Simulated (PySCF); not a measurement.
**Basis-set dependence of LaN at CCSD(T)**

PySCF, RHF reference; singlet, unpaired electrons none; De to La (5d1 6s2) + N without counterpoise correction. Frozen cores follow the default of each basis and core potential.

| basis | relativity | functions | Re (Å) | ωe (cm⁻¹) | De (eV) | frozen orbitals |
| --- | --- | --- | --- | --- | --- | --- |
| x2c-SVPall | spin-free X2C | 80 | 1.843 | 847 | 4.85 | 19 |
| x2c-TZVPall | spin-free X2C | 112 | 1.831 | 834 | 5.12 | 19 |
| x2c-TZVPPall | spin-free X2C | 128 | 1.841 | 831 | 5.16 | 19 |

Task: How does each smaller set differ from the one with most functions, x2c-TZVPPall?

Result: x2c-SVPall: +0.2 pm, +1.9 % in ωe, -0.31 eV in De; x2c-TZVPall: -1.0 pm, +0.4 % in ωe, -0.04 eV in De. All at CCSD(T); the set with most functions is neither the basis-set limit nor always the best.

Correlated steps freeze 19 core orbitals. Correlated levels converge slowly with the basis: in double zeta they bind strong bonds too weakly, by up to about 1 eV, and carry superposition errors of some tenths. These are scalar-relativistic numbers at best; spin–orbit coupling would shift them, the dissociation energy most. Where the molecule has an RHF reference, its open-shell atoms are computed with UHF. The CCSD T1 diagnostic is raised in LaN, a sign that a single reference may not be enough there.
